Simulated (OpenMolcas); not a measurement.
## Zr2+: effect of the basis set

```yaml
Program: OpenMolcas 26.06
Method: "SS-CASPT2, IPEA 0.25 Eh, imaginary shift 0.1 Eh (closed shells correlated: 4s 4p)"
Active_space: 2 electrons in 5 orbitals (4d)
State_averaging: 2S+1 = 3 even, 10 roots; 2S+1 = 1 even, 15 roots
Spin-orbit_coupling: state interaction with AMFI integrals over the reference wave functions, term energies averaged over their components
```

A. ANO-R1 [6s4p3d1f], X2C, finite nucleus; CASPT2 step of the order of 2.7 core-seconds
B. ANO-RCC-VDZP [6s5p3d1f], DKH2, point nucleus; CASPT2 step roughly 2.9 core-seconds
C. ANO-R2 [7s5p4d2f1g], X2C, finite nucleus; CASPT2 step about 3 core-seconds
D. ANO-RCC-VTZP [7s6p4d2f1g], DKH2, point nucleus; CASPT2 step of the order of 6 core-seconds
E. ANO-R3 [8s6p5d3f2g1h], X2C, finite nucleus; CASPT2 step of the order of 8 core-seconds
F. ANO-RCC-VQZP [8s7p5d3f2g1h], DKH2, point nucleus; CASPT2 step roughly 9 core-seconds

Energies in cm-1 above 4d2 3F2, the measured ground level; measured values from Moore, Atomic Energy Levels, vol. II, NSRDS-NBS 35 (1971 reprint of NBS Circular 467, 1952); NIST levels as listed in Rynkun, Gaigalas and Jonsson, Astron. Astrophys. 637, A10 (2020).

```tsv
Level	A	B	C	D	E	F	Measured
4d2 3F2	0.0	0.0	0.0	0.0	0.0	0.0	0.0
4d2 3F3	596	726	719	697	693	708	681
4d2 3F4	1300	1574	1550	1511	1499	1530	1486
4d2 1D2	5220	5670	5200	5470	5250	5290	5742
4d2 3P0	8150	8350	8250	8550	8590	8630	8062
4d2 3P1	8380	8630	8530	8820	8860	8910	8326
4d2 3P2	8820	9180	9050	9330	9360	9420	8838
4d2 1G4	11450	11990	11020	11670	11050	11250	11049
4d2 1S0	23550	24150	23300	24070	23520	23530	23979
```

Deviations, from unrounded energies. A percentage is the sum of absolute deviations over the sum of measured energies, with the sign that they share, or ± where signs differ.

| Against measurement | Levels | A | B | C | D | E | F |
| --- | --- | --- | --- | --- | --- | --- | --- |
| mean absolute deviation (cm-1) | 8 | 220 | 280 | 240 | 310 | 320 | 360 |
| fine structure of the ground term (%) | 2 | -12.5 | +6.1 | +4.7 | +1.8 | +1.1 | +3.3 |
| other terms of the ground configuration (%) | 6 | ±2.3 | ±3.2 | ±2.8 | ±3.7 | ±3.9 | ±4.3 |

A lies closest to measurement on these levels and F furthest from it. The largest miss of A in the table is 4d2 1D2, by -520 cm-1. The ranking rests on the paired levels alone, and a cruder setting can come out closer through cancelling errors.

The two smallest mean deviations differ by little beside CASPT2's spread within terms, so their order carries little weight.

Among A to F the level of the table that moves most is 4d2 1G4, by 970 cm-1 (lowest in C, highest in B). Moves below CASPT2's spread within the term are not significant.

Term energies are means over components that CASPT2 splits; among the terms shown or strongly mixed into the levels shown the widest spread is 740 cm-1 (4d2 1G, E). Levels of configurations with an s electron are missing; early in the row they begin among the upper levels of the d shell and mix with terms of their name. Measured partners are found by configuration, term and J. A level has none where our copy of the source lacks it or the pairing is in doubt (some pairs that miss far off the trend of their configuration count as doubtful), and it then counts in no deviation. Only configurations of the active space appear.
